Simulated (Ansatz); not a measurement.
Relaxation of H₆O₂Si₂ (10 atoms, charge 0, multiplicity 1), to a largest force component of 0.03 eV/Å in at most 50 steps.

The calculation used RKS BLYP/def2-SVP (Ansatz 0.2.0).

```xyz
10
Properties=species:S:1:pos:R:3:forces:R:3
Si -0.633 -0.128 -0.050 -0.75 -0.14 0.87
Si 1.526 0.493 -0.031 1.35 0.42 0.39
H -0.669 -0.264 -1.492 -0.60 -0.28 -1.24
O -1.605 1.091 0.570 0.00 -0.01 0.00
O -1.071 -1.583 0.685 0.00 0.00 -0.01
H 2.234 0.792 1.261 0.00 0.00 0.00
H 1.631 1.699 -0.925 0.00 0.00 0.00
H 2.260 -0.630 -0.718 0.00 0.00 0.00
H -2.559 0.888 0.604 0.00 0.00 0.00
H -1.115 -2.358 0.096 0.00 0.00 0.00
```

Where does it end, and by what steps?

It converged. After 7 steps the energy has fallen by 0.251 eV; H3 moved furthest, 0.49 Å.

```
step  energy less start (eV)  largest force component (eV/Å)  accepted
   0                  0.0000                           1.349       yes
   1                 -0.1722                           0.327       yes
   2                 -0.2167                           0.205       yes
   3                 -0.2336                           0.446       yes
   4                 -0.2496                           0.069       yes
   5                 -0.2507                           0.054       yes
   6                 -0.2502                           0.140        no
   7                 -0.2514                           0.027       yes
```

```xyz
10
Properties=species:S:1:pos:R:3
Si -0.676 -0.159 -0.188
Si 1.587 0.514 -0.079
H -1.123 -0.408 -1.611
O -1.519 1.103 0.535
O -0.966 -1.574 0.691
H 2.014 0.732 1.344
H 1.811 1.782 -0.854
H 2.461 -0.555 -0.677
H -2.470 0.942 0.680
H -1.119 -2.376 0.159
```

Time of the run: 15 s on 2 threads of Arm Neoverse V1, on a shared host, peak memory 0.13 GiB.
